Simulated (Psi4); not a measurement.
C$_{7}$H$_{7}$O (SMILES [CH2]c1ccc(O)cc1), doublet (typed; the unrestricted solution is spin-contaminated), geometry from GFN2-xTB; CCSD(T)/STO-3G (Psi4).

Psi4 was given this input:
```
memory 2 GB

molecule {
0 2
  C    -2.81833807    0.03397709    0.26148815
  C    -1.44794666    0.01348822    0.13373045
  C    -0.73747723   -1.19644166   -0.11732029
  C     0.62360438   -1.21406958   -0.24379064
  C     1.36015996   -0.02882335   -0.12811178
  O     2.71076913   -0.09396390   -0.26095173
  C     0.69322948    1.17480608    0.11800935
  C    -0.67015173    1.20070481    0.24596333
  H    -3.34723011    0.95028899    0.45078219
  H    -3.39927232   -0.86602155    0.17561694
  H    -1.30033477   -2.11331226   -0.20743510
  H     1.15912017   -2.13115614   -0.43380630
  H     3.09387677    0.78606077   -0.16017153
  H     1.26685654    2.08935354    0.20678696
  H    -1.17765005    2.13464818    0.43602923
}

set basis sto-3g
set reference uhf

energy('ccsd(t)')
print_variables()
```

What the program printed (banner, timings and long lists left out):

```
   => Loading Basis Set <=

    Name: STO-3G
    Role: ORBITAL
    Keyword: BASIS

         ---------------------------------------------------------
                                   SCF
               by Justin Turney, Rob Parrish, Andy Simmonett
                          and Daniel G. A. Smith
                              UHF Reference
         ---------------------------------------------------------

  ==> Geometry <==

    Molecular point group: c1
    Full point group: C1

    Geometry (in Angstrom), charge = 0, multiplicity = 2:

       Center              X                  Y                   Z               Mass
    ------------   -----------------  -----------------  -----------------  -----------------
         C           -2.852545172369     0.041849448296     0.265811514627    12.000000000000
         C           -1.482153762369     0.021360578296     0.138053814627    12.000000000000
         C           -0.771684332369    -1.188569301704    -0.112996925373    12.000000000000
         C            0.589397277631    -1.206197221704    -0.239467275373    12.000000000000
         C            1.325952857631    -0.020950991704    -0.123788415373    12.000000000000
         O            2.676562027631    -0.086091541704    -0.256628365373    15.994914619570
         C            0.659022377631     1.182678438296     0.122332714627    12.000000000000
         C           -0.704358832369     1.208577168296     0.250286694627    12.000000000000
         H           -3.381437212369     0.958161348296     0.455105554627     1.007825032230
         H           -3.433479422369    -0.858149191704     0.179940304627     1.007825032230
         H           -1.334541872369    -2.105439901704    -0.203111735373     1.007825032230
         H            1.124913067631    -2.123283781704    -0.429482935373     1.007825032230
         H            3.059669667631     0.793933128296    -0.155848165373     1.007825032230
         H            1.232649437631     2.097225898296     0.211110324627     1.007825032230
         H           -1.211857152369     2.142520538296     0.440352594627     1.007825032230

  Running in c1 symmetry.

  Rotational constants: A =      0.18462  B =      0.05205  C =      0.04061 [cm^-1]
  Rotational constants: A =   5534.63453  B =   1560.54907  C =   1217.31435 [MHz]
  Nuclear repulsion =  334.511914709859354

  Charge       = 0
  Multiplicity = 2
  Electrons    = 57
  Nalpha       = 29
  Nbeta        = 28

  ==> Algorithm <==

[...]
  @UHF Final Energy:  -339.71655352868686
    Total Energy =                       -339.7165535286868590
[...]
     28  26   0   2         0.0510840833
     28  21   2   0        -0.0466499178
     27  21   2   1        -0.0459688414
     23  27   1   3        -0.0437424395

    SCF energy       (wfn)                    = -339.716553528686859
    Reference energy (file100)                = -339.716553528686347

    Opposite-spin MP2 correlation energy      =   -0.279003834445446
    Same-spin MP2 correlation energy          =   -0.064419289252866
    Singles MP2 correlation energy            =   -0.000000000000000
    MP2 correlation energy                    =   -0.343423123698312
      * MP2 total energy                      = -340.059976652384648

    Opposite-spin CCSD correlation energy     =   -0.406715350687779
    Same-spin CCSD correlation energy         =   -0.065155716551367
    Singles CCSD correlation energy           =   -0.000000000000000
    CCSD correlation energy                   =   -0.471871067239146
      * CCSD total energy                     = -340.188424595925483

            **************************
            *                        *
            *        CCTRIPLES       *
            *                        *
            **************************

    Wave function   =    CCSD_T
    Reference wfn   =      UHF

    Nuclear Rep. energy (wfn)                =  334.511914709859354
    SCF energy          (wfn)                = -339.716553528686859
    Reference energy    (file100)            = -339.716553528686347
    CCSD energy         (file100)            =   -0.471871067239146
    Total CCSD energy   (file100)            = -340.188424595925483

    Number of ijk index combinations:
    Spin Case AAA:                                3654
    Spin Case BBB:                                3276
    Spin Case AAB:                               11368
    Spin Case ABB:                               10962
    AAA (T) energy                             =   -0.000330611245060
    BBB (T) energy                             =   -0.000318535596769
    AAB (T) energy                             =   -0.005184386011207
    ABB (T) energy                             =   -0.005338592524422
    (T) energy                                   =   -0.011172125377457
      * CCSD(T) total energy                     = -340.199596721302953

  Variable Map:
  ----------------------------------------------------------------------------
[...]
  Array Variable Map:
  ----------------------------------------------------------------------------
[...]
[...]
```
